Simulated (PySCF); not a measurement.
Work out the structure from these simulated measurements.

Formula: C7H18Cl2SSi2.

| Quantity | Value |
| --- | --- |
| UV, strongest line | among the 10 lowest singlet transitions: S4 at 6.56 eV (189 nm, f = 0.068) [TDDFT CAM-B3LYP/def2-SVPD] |
| Rotational structure | rotational constants A, B, C: 0.872, 0.252, 0.236 GHz [PBE0-D3(BJ)/def2-SVP] |
| 1H NMR | chemical shifts (computed TMS as zero) by class: 2.97 (1 H), 2.04 (1 H), 1.58 (1 H), 1.50 (1 H), 1.30 (1 H), 1.16 (1 H), 0.99 (3 H), 0.79 (3 H), 0.59 (3 H), 0.43 (3 H) ppm [GIAO PBE0/pcSseg-1] |
| 13C NMR | chemical shifts (computed TMS as zero) by class: 38.2 (1 C), 31.7 (1 C), 25.3 (1 C), 13.9 (1 C), 9.5 (1 C), 1.8 (1 C), 1.3 (1 C) ppm [GIAO PBE0/pcSseg-1] |
| NMR, other nuclei | isotropic shieldings of nuclei other than C and H, by class: 313 (1 Si), 324 (1 Si), 611 (1 S), 955 (1 Cl), 956 (1 Cl) ppm [GIAO PBE0/pcSseg-1] |
| Dipole | 2.22 D [CAM-B3LYP/def2-SVPD] |

The electronic properties come from PySCF, for the isolated species, density fitting. Levels stand in brackets. One conformer (not necessarily the lowest) at the PBE0-D3(BJ)/def2-SVP geometry, without solvent, vibrations or thermal averaging. NMR classes are plain means over equivalent atoms (diastereotopic ones count apart unless rotation or inversion swaps them), as if these changed places fast.

Question: Give a SMILES that accounts for the data.

Answer: Numbering: `[CH3:1][CH2:2][CH2:3][CH2:4][S:5][Si@:6]([CH3:7])([Cl:8])[Si:9]([CH3:10])([CH3:11])[Cl:12]`. Its formula, C7H18Cl2SSi2, gives 0 degrees of unsaturation, so no ring and no π bond. 7 carbons fall into 7 classes; from least to most shielded: chain CH2 carbon [C3] (38.2 ppm), sp3 carbon bound to sulfur [C4] (31.7 ppm), chain CH2 carbon [C2] (25.3 ppm), methyl carbon [C1] (13.9 ppm), Si-methyl carbon [C7] (9.5 ppm), Si-methyl carbon [C10] (1.8 ppm), Si-methyl carbon [C11] (1.3 ppm). Hydrogen classes from least to most shielded: 1 H on an sp3 carbon bound to sulfur, C4 (2.97 ppm), 1 H on an sp3 carbon bound to sulfur, C4 (2.04 ppm), 1 H on a chain CH2 carbon, C3 (1.58 ppm), 1 H on a chain CH2 carbon, C2 (1.50 ppm), 1 H on a chain CH2 carbon, C3 (1.30 ppm), 1 H on a chain CH2 carbon, C2 (1.16 ppm), 3 H on a methyl carbon, C1 (0.99 ppm), 3 H on an Si-methyl carbon, C7 (0.79 ppm, a mean of values up to 0.9 ppm apart in this geometry), 3 H on an Si-methyl carbon, C11 (0.59 ppm, a mean of values up to 0.6 ppm apart in this geometry), 3 H on an Si-methyl carbon, C10 (0.43 ppm). The other shieldings belong to: 313 ppm, chlorine-bound silicon [Si6]; 324 ppm, chlorine-bound silicon [Si9]; 611 ppm, sulfur bonded to C and Si [S5]; 955 ppm, silicon-bound chlorine [Cl8]; 956 ppm, silicon-bound chlorine [Cl12]. The optimised geometry has point group C1 and is an asymmetric top. Structure: `CCCCS[Si@](C)(Cl)[Si](C)(C)Cl`. The assignments are read from this structure; whether some other isomer fits the data as well wasn't checked. The mirror image fits equally.
